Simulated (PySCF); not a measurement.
C4H2N2, SMILES C(=N\C#N)/C#C.

Coordinates come from a PBE0-D3(BJ)/def2-SVP optimisation. The structure was generated by enumeration; whether it is a known compound was not checked.

Two levels are set side by side: TDA-PBE/def2-SVPD (PySCF) and TDA-PBE0/def2-SVPD (PySCF). Vertical, same geometry. The lowest singlet is HOMO→LUMO 100 % with PBE and HOMO→LUMO 99 % with the other functional; states are paired by order. Differences are taken from unrounded values.

| quantity | TDA-PBE0 |
|---|---|
| lowest singlet excitation (eV) | 3.72 |
| lowest triplet excitation (TDA) (eV) | 2.94 |
| first bright state (f over 0.05) (eV) | 5.25 |
| its oscillator strength | 0.58 |

Task: What does TDA-PBE give, and how far is it from TDA-PBE0? (Estimate from the structure and the level; the computed values follow.)

Result: 
```tsv
quantity	TDA-PBE	TDA-PBE minus TDA-PBE0
lowest singlet excitation (eV)	3.29	-0.43
lowest triplet excitation (TDA) (eV)	2.86	-0.08
first bright state (f over 0.05) (eV)	5.04	-0.21
its oscillator strength	0.57	0.00
```

Functionals without exact exchange tend to place singlet excitations lower, as here. Differences between two approximate levels are no errors against the true value.

Rough cost on one machine, each run with all the roots and properties that it gave: TDA-PBE0 against TDA-PBE within a factor of 2.
